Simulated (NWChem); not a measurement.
System: CH$_{4}$FNSi$_{2}$; SMILES [SiH2]1[Si@H](N=C1)F

NWChem input:

```
start job
memory heap 200 mb stack 900 mb global 1100 mb
geometry units angstroms noautosym nocenter noautoz
  F     -0.518018    -2.071737    -0.541880
  Si    -0.030470    -0.841702     0.399266
  N      1.481022    -0.073440    -0.170274
  C      1.124602     1.159490    -0.283456
  Si    -0.781124     1.330159    -0.017611
  H      0.113066    -1.396228     1.773240
  H      1.882567     1.929865    -0.527068
  H     -1.275962     2.288975     1.019881
  H     -1.515418     1.576313    -1.296693
end
basis spherical
  * library def2-tzvp
end
dft
  xc pbe0
  iterations 150
  semidirect filesize 400000000
end
property
  efieldgrad
end
task dft property
```

Output (shortened):

```
             Northwest Computational Chemistry Package (NWChem) 7.3.0
             --------------------------------------------------------

                             Geometry "geometry" -> ""
                             -------------------------

 Output coordinates in angstroms (scale by  1.889725989 to convert to a.u.)

  No.       Tag          Charge          X              Y              Z
 ---- ---------------- ---------- -------------- -------------- --------------
    1 F                    9.0000    -0.51801800    -2.07173700    -0.54188000
    2 Si                  14.0000    -0.03047000    -0.84170200     0.39926600
    3 N                    7.0000     1.48102200    -0.07344000    -0.17027400
    4 C                    6.0000     1.12460200     1.15949000    -0.28345600
    5 Si                  14.0000    -0.78112400     1.33015900    -0.01761100
    6 H                    1.0000     0.11306600    -1.39622800     1.77324000
    7 H                    1.0000     1.88256700     1.92986500    -0.52706800
    8 H                    1.0000    -1.27596200     2.28897500     1.01988100
    9 H                    1.0000    -1.51541800     1.57631300    -1.29669300

 Effective nuclear repulsion energy (a.u.)     274.9506813996

                              NWChem Property Module
                              ----------------------

  itol2e modified to match energy
  convergence criterion.

                                 NWChem DFT Module
                                 -----------------

 Summary of "ao basis" -> "ao basis" (spherical)
 ------------------------------------------------------------------------------
       Tag                 Description            Shells   Functions and Types
 ---------------- ------------------------------  ------  ---------------------
 F                         def2-tzvp                11       31   5s3p2d1f
 Si                        def2-tzvp                13       37   5s5p2d1f
 N                         def2-tzvp                11       31   5s3p2d1f
 C                         def2-tzvp                11       31   5s3p2d1f
 H                         def2-tzvp                 4        6   3s1p

  itol2e modified to match energy
  convergence criterion.

            General Information
            -------------------
          SCF calculation type: DFT
          Wavefunction type:  closed shell.
          No. of atoms     :     9
          No. of electrons :    54
           Alpha electrons :    27
            Beta electrons :    27
          Charge           :     0
          Spin multiplicity:     1
          Use of symmetry is: off; symmetry adaption is: off
          Maximum number of iterations: 150
          AO basis - number of functions:   191
                     number of shells:    75
          Convergence on energy requested:  1.00D-07
          Convergence on density requested:  1.00D-05
          Convergence on gradient requested:  5.00D-04

              XC Information
              --------------
                         PBE0 Method XC Functional
                     Hartree-Fock (Exact) Exchange  0.250
          PerdewBurkeErnzerhof Exchange Functional  0.750
            Perdew 1991 LDA Correlation Functional  1.000 local
           PerdewBurkeErnz. Correlation Functional  1.000 non-local

             Grid Information
             ----------------
          Grid used for XC integration:  fine
          Radial quadrature: Mura-Knowles
          Angular quadrature: Lebedev.
          Tag              B.-S. Rad. Rad. Pts. Rad. Cut. Ang. Pts.
          ---              ---------- --------- --------- ---------
          F                   0.50       70          12.0       590
          Si                  1.10      123          11.0       770
          N                   0.65       70          11.0       590
          C                   0.70       70          11.0       590
          H                   0.35       60          12.0       590
          Grid pruning is: on
          Number of quadrature shells:   696
          Spatial weights used:  Erf1

      Superposition of Atomic Density Guess
      -------------------------------------

 Sum of atomic energies:        -771.07101618

      Non-variational initial energy
      ------------------------------

 Total energy =    -772.930606
 1-e energy   =   -1613.834845
 2-e energy   =     565.953558
 HOMO         =      -0.272560
 LUMO         =      -0.057846

------------------------------------------------------------
EAF file 0: "./job.aoints.0" size=721420288 bytes
------------------------------------------------------------
               write      read    awrite     aread      wait
               -----      ----    ------     -----      ----
     calls:     1376         0         0         0         0
   data(b): 7.21e+08  0.00e+00  0.00e+00  0.00e+00
   time(s): 0.00e+00  0.00e+00  0.00e+00  0.00e+00  0.00e+00
rate(mb/s): 0.00e+00  0.00e+00
------------------------------------------------------------

   convergence    iter        energy       DeltaE   RMS-Dens  Diis-err
 ---------------- ----- ----------------- --------- --------- ---------
 d= 0,ls=0.0,diis     1   -773.6649606602 -1.05D+03  5.71D-03  1.19D+00
 d= 0,ls=0.0,diis     2   -773.5417742274  1.23D-01  3.93D-03  2.26D+00
 d= 0,ls=0.0,diis     3   -773.7576503776 -2.16D-01  1.05D-03  1.16D-01
 d= 0,ls=0.0,diis     4   -773.7664239441 -8.77D-03  4.30D-04  3.45D-02
 d= 0,ls=0.0,diis     5   -773.7696673251 -3.24D-03  9.61D-05  9.91D-04
  Resetting Diis
 d= 0,ls=0.0,diis     6   -773.7697683858 -1.01D-04  3.04D-05  5.81D-05
 d= 0,ls=0.0,diis     7   -773.7697747587 -6.37D-06  1.30D-05  4.00D-06
 d= 0,ls=0.0,diis     8   -773.7697743360  4.23D-07  7.37D-06  7.30D-06
 d= 0,ls=0.0,diis     9   -773.7697752510 -9.15D-07  1.61D-06  4.33D-07
 d= 0,ls=0.0,diis    10   -773.7697752948 -4.38D-08  4.51D-07  1.41D-08

         Total DFT energy =     -773.769775294840
      One electron energy =    -1617.530001420285
           Coulomb energy =      634.534414161514
    Exchange-Corr. energy =      -65.724869435685
 Nuclear repulsion energy =      274.950681399616

 Numeric. integr. density =       54.000000742900

                       DFT Final Molecular Orbital Analysis
                       ------------------------------------

[...]

          -----------------------
          Electric field gradient
          -----------------------

 1 a.u. = 0.324123 10**(16) esu/cm**3  ( or statvolts/cm**2 ) = 0.97174 10**(22) v/m**2

 ------------------------------------------------------------
   Atom      X         Y         Z
 ------------------------------------------------------------
    1 F   -0.97891  -3.91502  -1.02400
 ------------------------------------------------------------

 Electric field gradient in molecular frame (a.u.)
         XX             YY             ZZ             XY             XZ             YZ
 ------------------------------------------------------------------------------------------
        0.347755      -0.398679       0.050924      -0.389922      -0.258384      -0.812391

 Principal components (a.u.) and orientation
 of principal axis w.r.t. absolute frame                      Asymmetry parameter eta
 --------------------------------------------------------------------------------------
       -1.161230       0.673754       0.487476                       0.160415

        0.295598       0.152647       0.943038
        0.763237      -0.631420      -0.137033
        0.574535       0.760268      -0.303153

 ------------------------------------------------------------
   Atom      X         Y         Z
 ------------------------------------------------------------
    2 Si  -0.05758  -1.59059   0.75450
 ------------------------------------------------------------

 Electric field gradient in molecular frame (a.u.)
         XX             YY             ZZ             XY             XZ             YZ
 ------------------------------------------------------------------------------------------
       -0.175730       0.048566       0.127164      -0.089342      -0.040895      -0.486367

 Principal components (a.u.) and orientation
 of principal axis w.r.t. absolute frame                      Asymmetry parameter eta
 --------------------------------------------------------------------------------------
        0.577069      -0.433985      -0.143084                       0.504102

        0.040990       0.341149       0.939115
       -0.680339       0.697884      -0.223823
        0.731750       0.629742      -0.260704

 ------------------------------------------------------------
   Atom      X         Y         Z
 ------------------------------------------------------------
    3 N    2.79873  -0.13878  -0.32177
 ------------------------------------------------------------

 Electric field gradient in molecular frame (a.u.)
         XX             YY             ZZ             XY             XZ             YZ
 ------------------------------------------------------------------------------------------
        0.834506       0.068379      -0.902885      -0.282018      -0.363836      -0.122580

 Principal components (a.u.) and orientation
 of principal axis w.r.t. absolute frame                      Asymmetry parameter eta
 --------------------------------------------------------------------------------------
       -1.005675       0.978798       0.026878                       0.946548

        0.215746       0.948108       0.233547
        0.166458      -0.271391       0.947966
        0.962157      -0.165644      -0.216372

 ------------------------------------------------------------
   Atom      X         Y         Z
 ------------------------------------------------------------
    4 C    2.12519   2.19112  -0.53565
 ------------------------------------------------------------

 Electric field gradient in molecular frame (a.u.)
         XX             YY             ZZ             XY             XZ             YZ
 ------------------------------------------------------------------------------------------
        0.240889       0.258112      -0.499001      -0.032766      -0.105985      -0.103528

 Principal components (a.u.) and orientation
 of principal axis w.r.t. absolute frame                      Asymmetry parameter eta
 --------------------------------------------------------------------------------------
       -0.528468       0.284018       0.244450                       0.074873

        0.140859      -0.545508       0.826184
        0.134957       0.837294       0.529835
        0.980788      -0.036867      -0.191560

 ------------------------------------------------------------
   Atom      X         Y         Z
 ------------------------------------------------------------
    5 Si  -1.47611   2.51364  -0.03328
 ------------------------------------------------------------

 Electric field gradient in molecular frame (a.u.)
         XX             YY             ZZ             XY             XZ             YZ
 ------------------------------------------------------------------------------------------
       -0.118012       0.042741       0.075271      -0.335219       0.128907       0.059732

 Principal components (a.u.) and orientation
 of principal axis w.r.t. absolute frame                      Asymmetry parameter eta
 --------------------------------------------------------------------------------------
       -0.420964       0.312257       0.108707                       0.483533

        0.763749      -0.635651       0.112408
        0.586779       0.756225       0.289506
       -0.269031      -0.155151       0.950553

 ------------------------------------------------------------
   Atom      X         Y         Z
 ------------------------------------------------------------
    6 H    0.21366  -2.63849   3.35094
 ------------------------------------------------------------

 Electric field gradient in molecular frame (a.u.)
         XX             YY             ZZ             XY             XZ             YZ
 ------------------------------------------------------------------------------------------
        0.070726       0.042573      -0.113299       0.005915      -0.018707       0.072218

 Principal components (a.u.) and orientation
 of principal axis w.r.t. absolute frame                      Asymmetry parameter eta
 --------------------------------------------------------------------------------------
       -0.143404       0.073250       0.070155                       0.021584

        0.091040       0.869810       0.484915
       -0.362995      -0.424451       0.829503
        0.927333      -0.251540       0.277094

 ------------------------------------------------------------
   Atom      X         Y         Z
 ------------------------------------------------------------
    7 H    3.55754   3.64692  -0.99601
 ------------------------------------------------------------

 Electric field gradient in molecular frame (a.u.)
         XX             YY             ZZ             XY             XZ             YZ
 ------------------------------------------------------------------------------------------
       -0.046787      -0.063714       0.110501      -0.191589       0.058779       0.060502

 Principal components (a.u.) and orientation
 of principal axis w.r.t. absolute frame                      Asymmetry parameter eta
 --------------------------------------------------------------------------------------
       -0.265927       0.136580       0.129347                       0.027201

        0.674851       0.732735       0.087612
        0.704815      -0.675166       0.217686
       -0.218659       0.085155       0.972079

 ------------------------------------------------------------
   Atom      X         Y         Z
 ------------------------------------------------------------
    8 H   -2.41122   4.32554   1.92730
 ------------------------------------------------------------

 Electric field gradient in molecular frame (a.u.)
         XX             YY             ZZ             XY             XZ             YZ
 ------------------------------------------------------------------------------------------
        0.047490      -0.015380      -0.032110       0.043619       0.049544      -0.096644

 Principal components (a.u.) and orientation
 of principal axis w.r.t. absolute frame                      Asymmetry parameter eta
 --------------------------------------------------------------------------------------
       -0.143550       0.073729       0.069821                       0.027227

       -0.326531      -0.327618       0.886591
        0.637390       0.616308       0.462492
        0.697934      -0.716122      -0.007577

 ------------------------------------------------------------
   Atom      X         Y         Z
 ------------------------------------------------------------
    9 H   -2.86372   2.97880  -2.45039
 ------------------------------------------------------------

 Electric field gradient in molecular frame (a.u.)
         XX             YY             ZZ             XY             XZ             YZ
 ------------------------------------------------------------------------------------------
        0.019152       0.068378      -0.087530       0.016971      -0.090376       0.030437

 Principal components (a.u.) and orientation
 of principal axis w.r.t. absolute frame                      Asymmetry parameter eta
 --------------------------------------------------------------------------------------
       -0.144828       0.074110       0.070718                       0.023422

        0.489116      -0.010461       0.872156
       -0.161302       0.981596       0.102234
        0.857174       0.190684      -0.478426
```

Level: PBE0/def2-TZVP. Coordinates come from a PBE0/def2-SVP optimisation. NWChem prints the field gradient with the sign opposite to the second derivative of the potential.
